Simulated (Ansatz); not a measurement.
AlH3 (SMILES [AlH3]), charge 0, multiplicity 1, relaxed at each level with Ansatz (a quantum-chemistry and plane-wave program); harmonic frequencies from differences of analytic forces, average atomic masses, frozen cores.

```csv
level,Al1–H2 (Å),Al1–H3 (Å),Al1–H4 (Å),H2–Al1–H3 (°),H2–Al1–H4 (°),H3–Al1–H4 (°),dipole (D)
HF/def2-TZVPP,1.5771,1.5771,1.5771,120.0,120.0,120.0,0.00
PBE/def2-TZVPP,1.5945,1.5945,1.5945,120.0,120.0,120.0,0.00
r2SCAN/def2-TZVPP,1.5830,1.5830,1.5830,120.0,120.0,120.0,0.00
B3LYP/def2-TZVPP,1.5789,1.5789,1.5789,120.0,120.0,120.0,0.00
PBE0/def2-TZVPP,1.5850,1.5850,1.5850,120.0,120.0,120.0,0.00
wB97X-V/def2-TZVPP,1.5816,1.5816,1.5816,120.0,120.0,120.0,0.00
MP2/cc-pV(T+d)Z,1.5757,1.5757,1.5757,120.0,120.0,120.0,0.00
CCSD(T)/cc-pV(D+d)Z,1.5822,1.5822,1.5822,120.0,120.0,120.0,0.00
CCSD(T)/cc-pV(T+d)Z,1.5814,1.5814,1.5814,120.0,120.0,120.0,0.00
```
